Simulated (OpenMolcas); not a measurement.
An OpenMolcas run meant for Hf I (ANO-RCC-VDZ, DKH3; inactive shells 1s 2s 2p 3s 3p 3d 4s 4p 4d 4f 5s 5p; intended active space 4 electrons in 6 orbitals (5d 6s)). One step of its input:

```
&RASSCF
FileOrb=start.orb
Symmetry=1
Spin=6
nActEl=4 0 0
Inactive=15 19
Ras2=6 0
CIRoot=15 15 1
SDav=15
CIMx=300
Iter=76 100
PrWF=0.3
OrbListing=Nothing
MaxOrb=0
Atom
CIOnly
>>> COPY $Project.JobIph JOB001
```

Lines from the output:

```
--- SEWARD ---
Basis set label: HF.ANO-RCC...7S6P4D2F.

      Electronic valence basis set:
      ------------------
      Associated Effective Charge  72.000000 au
      Associated Actual Charge     72.000000 au
      Nuclear Model: Point charge

      Shell  nPrim  nBasis  Cartesian Spherical Contaminant
         s      24       7        X
         p      21       6        X
         d      15       4                 X
         f      11       2                 X
Relativistic=R03O02
                  Relativistic Douglas-Kroll-Hess integrals:
                    - DKH order of Hamiltonian: 3
                    - DKH order of Properties : 2
--- RASSCF ---

 Nr of active orbitals     NAC=   6
 Spin degeneracy         ISPIN=   6
 There can be no such wave function.
 ************************************************
--- Stop Module: rasscf at  /rc=_RC_INPUT_ERROR_ ---
.####################.
.# User input error #.
.####################.
```

**Question.** What is wrong with the input?

**Answer.** The spin multiplicity does not fit the number of active electrons: an even count needs an odd multiplicity and the reverse.
